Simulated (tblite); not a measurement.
C₈H₁₅P.
Atom-mapped SMILES: `[CH2:1]=[CH:2][CH2:3][P@@:4](=[CH2:5])([CH3:6])[C:7](=[CH2:8])[CH3:9]` (hydrogens: H10, H11 on C1; H12 on C2; H13, H14 on C3; H15, H16 on C5; H17, H18, H19 on C6; H20, H21 on C8; H22, H23, H24 on C9)

Geometry (GFN2-xTB, Å), atoms numbered from 1 in this order:
```xyz
24
C8H15P angstrom
C      2.6662    0.7727    0.9402
C      1.5068    1.2356    0.5054
C      1.0036    1.0666   -0.8836
P     -0.3020   -0.2371   -1.0440
C     -1.1193    0.0618   -2.5084
C      0.6810   -1.7519   -0.5292
C     -1.4441    0.0137    0.3514
C     -2.4558    0.8460    0.1457
C     -1.1875   -0.6765    1.6532
H      3.3452    0.2443    0.2902
H      2.9915    0.9083    1.9580
H      0.8466    1.7709    1.1765
H      1.8099    0.7878   -1.5681
H      0.5263    1.9797   -1.2493
H     -1.9391   -0.6433   -2.6438
H     -0.4210    0.0101   -3.3450
H      0.0078   -2.6079   -0.4815
H      1.4067   -1.9351   -1.3236
H      1.2060   -1.6381    0.4154
H     -3.1792    1.0739    0.9131
H     -2.5957    1.3020   -0.8204
H     -0.1978   -0.4252    2.0337
H     -1.2352   -1.7578    1.5293
H     -1.9326   -0.3808    2.3897
```

Method: GFN2-xTB as coded in tblite; computed harmonic values from a numerical Hessian at the method's own geometry, unscaled. Against measured fundamentals such values can be off by several per cent, at times by over 20. One conformer, not necessarily the lowest.

Harmonic wavenumbers (cm⁻¹): 40.6, 49.5, 92.6, 144.0, 182.7, 194.5, 218.5, 225.3, 232.6, 242.8, 268.7, 322.7, 347.3, 373.0, 412.7, 423.2, 575.0, 618.8, 669.7, 694.3, 734.4, 751.2, 773.8, 804.0, 838.3, 894.7, 908.0, 918.8, 941.2, 954.1, 996.4, 1004.6, 1024.3, 1033.9, 1042.0, 1167.0, 1176.5, 1206.3, 1287.8, 1300.4, 1372.9, 1395.5, 1400.0, 1402.6, 1425.4, 1434.1, 1449.1, 1476.8, 1484.5, 1680.9, 1703.1, 2936.0, 2938.9, 2947.0, 2956.4, 2980.9, 2991.9, 3000.8, 3012.4, 3018.0, 3026.4, 3050.3, 3078.7, 3095.5, 3116.3, 3121.9.

A = 1632, B = 1139, C = 961.1 MHz; mass 142.091 u (most abundant isotopes); point group C1, symmetry number 1.

Task: What is the zero-point energy?

Result: Half the sum of the wavenumbers: 43791 cm⁻¹ = 125.20 kcal/mol.

Task: What is S at 298.15 K and 1 bar for an ideal gas of classical rigid rotors and harmonic oscillators?

Result: Translation 40.79, rotation 29.58, vibration 39.50: S = 109.9 cal/(mol K).

Task: And Cp and H(298.15 K) − H(0)?

Result: Cp = 49.26 cal/(mol K), of which vibrations give 41.31 (their classical limit is 66 R = 131.2); H(298.15 K) − H(0) = 8.65 kcal/mol without the zero-point energy, 6.28 from vibrations.

Task: Blend soft modes into free rotors: weight 1/[1 + (100 cm⁻¹/ν̃)⁴] for the oscillator and the rest for a rotor with moment μB/(μ + B), μ = h/(8π²ν), B = 10⁻⁴⁴ kg m². What vibrational entropy results?

Result: 36.45 cal/(mol K) in place of 39.50, which changes −T·S at 298.15 K by +0.91 kcal/mol.

Task: How do the functions run with temperature in this model?

Result: 
| T (K) | S (cal/(mol K)) | Cp (cal/(mol K)) | H − H(0) (kcal/mol) | G − H(0) (kcal/mol) | ln q(vib) |
| --- | --- | --- | --- | --- | --- |
| 150 | 83.4 | 30.0 | 2.78 | -9.73 | 3.99 |
| 250 | 101.8 | 43.0 | 6.42 | -19.01 | 7.57 |
| 400 | 126.1 | 61.6 | 14.31 | -36.14 | 12.88 |
| 600 | 154.9 | 80.3 | 28.62 | -64.30 | 19.72 |
| 900 | 191.2 | 98.6 | 55.67 | -116.39 | 29.25 |

q(vib) and H(0) count from the zero-point level.

Task: What must be added to the electronic energy to get the Gibbs energy at 298.15 K and 1 bar?

Result: ZPE + [H(298.15 K) − H(0)] − T·S = 125.20 + 8.65 − 32.76 = 101.09 kcal/mol.

Task: Which modes carry the vibrational entropy at 298.15 K?

Result: 40.6 cm⁻¹: 5.23; 49.5 cm⁻¹: 4.84; 92.6 cm⁻¹: 3.60; 144.0 cm⁻¹: 2.75; 182.7 cm⁻¹: 2.30; 194.5 cm⁻¹: 2.18 cal/(mol K); the other 60 give 18.59 together.

Hindered rotation and anharmonicity are outside this model. Other conformers, if any are populated, would add a mixing term that is left out. The structure is chiral; the term R ln 2 for an equal mix with its mirror image is left out.
